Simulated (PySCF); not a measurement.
Species: [ReCl6]2- (charge -2 and quartet state).
Bonds: Re1–Cl2, Re1–Cl3, Re1–Cl4, Re1–Cl5, Re1–Cl6, Re1–Cl7.

Theory: PySCF 2.14.0, PBE0-D3(BJ)/def2-SVP geometry optimisation, gas phase, def2 core potentials past Kr.

(1) How far are the bound atoms from Re1?

(2) List the angles at Re1.

(3) What is the shape at Re1?

(4) What are the rotational constants (commonest isotopes, rigid rotor)?

Results:

(1) 6 atoms: Cl3 2.405 Å, Cl7 2.405 Å, Cl5 2.405 Å, Cl4 2.405 Å, Cl2 2.405 Å, Cl6 2.405 Å.

(2) 
| angle | degrees | distance of the outer atoms (Å) |
| --- | --- | --- |
| Cl4–Re1–Cl5 | 180.0 | 4.81 |
| Cl2–Re1–Cl3 | 180.0 | 4.81 |
| Cl6–Re1–Cl7 | 180.0 | 4.81 |
| Cl2–Re1–Cl6 | 90.1 | 3.40 |
| Cl4–Re1–Cl6 | 90.1 | 3.40 |
| Cl3–Re1–Cl7 | 90.1 | 3.40 |
| Cl5–Re1–Cl7 | 90.0 | 3.40 |
| Cl2–Re1–Cl4 | 90.0 | 3.40 |
| Cl3–Re1–Cl5 | 90.0 | 3.40 |
| Cl3–Re1–Cl4 | 90.0 | 3.40 |
| Cl2–Re1–Cl5 | 90.0 | 3.40 |
| Cl4–Re1–Cl7 | 89.9 | 3.40 |
| Cl5–Re1–Cl6 | 89.9 | 3.40 |
| Cl3–Re1–Cl6 | 89.9 | 3.40 |
| Cl2–Re1–Cl7 | 89.9 | 3.40 |

(3) Octahedral: the three widest angles are 180.0°, 180.0° and 180.0°, the others run from 89.9° to 90.1°.

(4) A = 625.3, B = 625.0, C = 624.3 MHz: a spherical top.

Point group: Oh (every atom within 0.08 Å of its image). Charge -2, quartet. ⟨S²⟩ = 3.769 (exact for a quartet: 3.75). Whether so highly charged an anion holds all its electrons in the gas phase wasn't checked; a finite basis holds them in any case. The ion is multiply charged and computed without counter-ions or solvent. The geometry's basis has no diffuse functions, a weakness for an anion. Stationary, but not proved a minimum.

For an open-shell metal species like this, the optimisation's SCF solution wasn't tested for stability and no frequencies at its level were run, so a lower state or another shape may exist.
